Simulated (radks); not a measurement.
Dy51+, configuration [Ne] 3s2 3p3 (the NIST ground configuration).

Calculated with a radial shooting solver on a logarithmic mesh with Libxc functionals: scalar-relativistic Kohn-Sham, exchange-only LDA, spin-polarised, spherical densities, point nucleus; open shells are filled with parallel spins first (spin-orbit coupling, left out, can overturn this in heavy ions).

Energy parts (eV):
part                  energy
total             -258903.25
kinetic            284093.63
electron-nucleus  -567663.40
Hartree             28187.36
exchange            -3520.84

Orbitals (lengths in bohr, moments of r in powers of bohr; <r^-3> diverges for s and p1/2; r(max) is where P^2 peaks; r(90%) holds 90 % of the orbital's charge):
| orbital | occ. | eigenvalue (eV) | <r^-3> | r(90%) | <r> | r(max) |
|---|---|---|---|---|---|---|
| 1s up | 1 | -57265.13 | - | 0.0382 | 0.02112 | 0.01338 |
| 1s down | 1 | -57254.49 | - | 0.0382 | 0.02112 | 0.01338 |
| 2s up | 1 | -12427.06 | - | 0.137 | 0.08878 | 0.07565 |
| 2s down | 1 | -12417.50 | - | 0.137 | 0.08873 | 0.07565 |
| 2p up | 3 | -11454.98 | 13120 | 0.127 | 0.07835 | 0.06123 |
| 2p down | 3 | -11443.50 | 13120 | 0.127 | 0.07832 | 0.06126 |
| 3s up | 1 | -4948.185 | - | 0.312 | 0.2147 | 0.2036 |
| 3s down | 1 | -4917.135 | - | 0.312 | 0.2149 | 0.2036 |
| 3p up | 3 | -4654.854 | 3497 | 0.310 | 0.2094 | 0.1974 |
| 3p down | 0 | -4623.684 | 3492 | 0.310 | 0.2096 | 0.1974 |

The highest occupied level is 3p up at -4654.9 eV. The density falls to 0.001 e/bohr^3 at r = 0.63 bohr. Spin moment in Bohr magnetons: 3. For comparison, the ionisation energy in NIST's Atomic Spectra Database is 4629 eV (theoretical). In exact Kohn-Sham theory the highest level is minus the ionisation energy, but local and semilocal functionals leave it too shallow, through self-interaction and a potential that decays too fast; potentials with the right tail come closer.
